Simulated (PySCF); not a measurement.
Molecule: SMILES COC1CCCCC1, C$_{7}$H$_{14}$O.

Atoms are numbered as in `[CH3:1][O:2][CH:3]1[CH2:4][CH2:5][CH2:6][CH2:7][CH2:8]1`; H(Xn) means a hydrogen on atom n. Ha(C4), Ha(C5), Ha(C6), Ha(C7), Ha(C8) are cis to O2 on the ring; Hb(C4), Hb(C5), Hb(C6), Hb(C7), Hb(C8) are trans to O2 on the ring.

Geometry PBE0-D3(BJ)/def2-SVP throughout; GIAO in PySCF 2.14.0 with density-fitted response routines, gas phase, one conformer, non-relativistic; equivalent atoms averaged; functional PBE0.

For orientation, pcSseg-0 gives these shifts δ (against TMS, H2O at the same level): C3 81.4, C5/C7 25.3, C4/C8 33.1, O2 27.7, Hb(C4)/Hb(C8) 1.84, H(C3) 2.42, Hb(C6) 1.31, Ha(C4)/Ha(C8) 1.00, Hb(C5)/Hb(C7) 1.04 ppm.

A run gave: C3 74.6, C5/C7 24.7, C4/C8 31.0, O2 21.8, Hb(C4)/Hb(C8) 1.96, H(C3) 3.04, Hb(C6) 1.50, Ha(C4)/Ha(C8) 1.13, Hb(C5)/Hb(C7) 1.30 ppm (shifts δ (against TMS, H2O at the same level)).

Question: Which basis set was used in that run?
A. 6-31G*
B. 6-311+G(2d,p)
C. def2-SVP
D. cc-pVDZ

Answer: A. O2 tells them apart best: 6-31G* gives 21.8, 6-311+G(2d,p) gives 40.5, cc-pVDZ gives 44.3, def2-SVP gives 38.3 ppm.
